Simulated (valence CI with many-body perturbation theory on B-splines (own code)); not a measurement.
# Level structure of Er XXXVI

Computed by configuration interaction combined with many-body perturbation theory (CI+MBPT): five valence electrons over a frozen Dirac-Fock core [Ar] 3d10, a basis of 11 s, 11 p, 10 d, 8 f, 5 g, 2 h functions for each j, with the one-electron correlation potential Σ1, the two-electron term Σ2, the three-electron term Σ3, Breit, model QED; selected CI, second order for the rest, scaled by the run's own slope (own B-spline code, finite nucleus).

The last digits are not significant, and no measured levels were compared; by estimate large intervals hold to a few tenths of a per cent, small ones and those within an open d or f shell to about a per cent. Among the levels kept, up to 2100 cm⁻¹ of a level comes from second order outside the variational space, and about a tenth of that is noise between levels of different J, which matters for small intervals.

Levels 46 to 90 of 173, with energies above the lowest level, (4s^2 4p1/2^2 4p3/2) J=3/2. "Leading %" is the weight of the configuration and term that name the level; weights of strongly mixed levels are sums over their largest components and can fall short. In the jj column 3d3/2^4 stands for four electrons in 3d with j = 3/2.

```csv
No.,Configuration,Term,J,E (eV),Leading %,g,Leading jj
46,4s²4p²4d,²D,3/2,282.53,45,1.140,4s^2 4p3/2^2 4d5/2 (87 %)
47,4p⁵,²P°,3/2,285.93,38,1.278,4s 4p1/2^2 4p3/2 4d5/2 (50 %)
48,4s4p⁴,²S,1/2,286.14,22,1.733,4s 4p3/2^4 (56 %)
49,4s²4p²4d,²D,5/2,286.17,52,1.139,4s^2 4p3/2^2 4d5/2 (87 %)
50,4s4p³4d,⁴D°,1/2,286.92,52,0.554,4s 4p1/2^2 4p3/2 4d3/2 (89 %)
51,4s4p³4d,⁴D°,5/2,287.25,32,1.391,4s 4p1/2^2 4p3/2 4d5/2 (90 %)
52,4s4p³4d,⁴D°,7/2,291.56,16,1.264,4s 4p1/2^2 4p3/2 4d5/2 (64 %)
53,4s4p³4d,²F°,7/2,296.72,33,1.139,4s 4p1/2^2 4p3/2 4d5/2 (81 %)
54,4s²4p²4f,⁴G°,5/2,300.90,14,0.990,4s^2 4p1/2^2 4f5/2 (40 %)
55,4s4p³4d,⁴D°,1/2,302.24,47,0.520,4s 4p1/2^2 4p3/2 4d5/2 (85 %)
56,4s4p³4d,⁴D°,3/2,304.66,29,1.364,4s 4p1/2^2 4p3/2 4d5/2 (86 %)
57,4p⁵,²P°,3/2,308.93,35,1.117,4p1/2^2 4p3/2^3 (35 %)
58,4s4p³4d,⁴G°,5/2,309.35,12,0.930,4s 4p1/2^2 4p3/2 4d5/2 (45 %)
59,4s²4p²4f,²F°,7/2,310.84,20,1.142,4s^2 4p1/2^2 4f7/2 (70 %)
60,4s4p³4d,⁶D°,1/2,318.70,37,1.998,4s 4p1/2 4p3/2^2 4d3/2 (82 %)
61,4s4p³4d,⁶D°,3/2,319.26,31,1.311,4s 4p1/2 4p3/2^2 4d3/2 (75 %)
62,4s4p³4d,⁴F°,5/2,319.45,32,1.228,4s 4p1/2 4p3/2^2 4d3/2 (81 %)
63,4s4p³4d,⁴F°,7/2,322.58,35,1.219,4s 4p1/2 4p3/2^2 4d3/2 (73 %)
64,4s²4p4d²,⁴G°,5/2,324.56,35,0.822,4s^2 4p1/2 4d3/2^2 (70 %)
65,4s4p³4d,⁴G°,9/2,328.03,45,1.196,4s 4p1/2 4p3/2^2 4d3/2 (70 %)
66,4s4p³4d,⁴D°,7/2,330.21,53,1.386,4s 4p1/2 4p3/2^2 4d5/2 (76 %)
67,4s4p³4d,⁴D°,1/2,331.64,36,0.692,4s 4p1/2 4p3/2^2 4d3/2 (38 %)
68,4s4p³4d,⁶D°,9/2,332.08,35,1.339,4s 4p1/2 4p3/2^2 4d5/2 (85 %)
69,4s4p³4d,⁴F°,3/2,334.91,52,0.670,4s 4p1/2 4p3/2^2 4d3/2 (80 %)
70,4s4p³4d,²G°,7/2,336.00,27,1.009,4s 4p1/2 4p3/2^2 4d3/2 (46 %)
71,4s4p³4d,⁴P°,5/2,337.09,29,1.378,4s 4p1/2 4p3/2^2 4d3/2 (65 %)
72,4s4p³4d,²P°,1/2,337.13,44,0.608,4s 4p1/2 4p3/2^2 4d5/2 (59 %)
73,4s4p³4d,⁴F°,3/2,337.88,23,0.920,4s 4p1/2 4p3/2^2 4d3/2 (56 %)
74,4s²4p4d²,⁴G°,5/2,338.25,19,0.929,4s 4p1/2 4p3/2^2 4d3/2 (37 %)
75,4s4p³4d,⁴F°,9/2,338.87,40,1.226,4s 4p1/2 4p3/2^2 4d5/2 (72 %)
76,4s4p³4d,⁴P°,3/2,338.97,25,1.522,4s 4p1/2 4p3/2^2 4d3/2 (67 %)
77,4s4p³4d,⁴D°,7/2,339.94,30,1.205,4s 4p1/2 4p3/2^2 4d3/2 (47 %)
78,4s²4p4d²,²H°,9/2,340.50,32,1.049,4s^2 4p1/2 4d3/2 4d5/2 (57 %)
79,4s4p³4d,⁴G°,11/2,340.53,92,1.267,4s 4p1/2 4p3/2^2 4d5/2 (92 %)
80,4s4p³4d,²G°,7/2,340.58,24,1.097,4s 4p1/2 4p3/2^2 4d3/2 (45 %)
81,4s4p³4d,⁴F°,5/2,340.59,27,1.122,4s 4p1/2 4p3/2^2 4d3/2 (56 %)
82,4s²4p4d²,²D°,3/2,340.79,26,0.737,4s^2 4p1/2 4d3/2^2 (45 %)
83,4s²4p4d²,⁴D°,1/2,342.71,36,0.414,4s^2 4p1/2 4d3/2^2 (41 %)
84,4s4p³4d,⁴D°,5/2,345.55,28,1.144,4s 4p1/2 4p3/2^2 4d5/2 (38 %)
85,4s4p³4d,⁴P°,1/2,345.66,37,2.123,4s 4p1/2 4p3/2^2 4d5/2 (47 %)
86,4s²4p4d²,²D°,3/2,347.04,14,1.263,4s^2 4p1/2 4d3/2 4d5/2 (37 %)
87,4s4p³4d,⁴D°,3/2,347.99,17,1.349,4s 4p1/2 4p3/2^2 4d5/2 (49 %)
88,4s4p³4d,²S°,1/2,349.25,35,1.941,4s 4p1/2 4p3/2^2 4d5/2 (40 %)
89,4s4p³4d,⁴D°,7/2,349.47,26,1.170,4s 4p1/2 4p3/2^2 4d5/2 (46 %)
90,4s4p³4d,⁴D°,5/2,349.75,20,1.158,4s 4p1/2 4p3/2^2 4d5/2 (40 %)
```

Where two levels of one J and parity lie close, their mixing, g and order are uncertain.
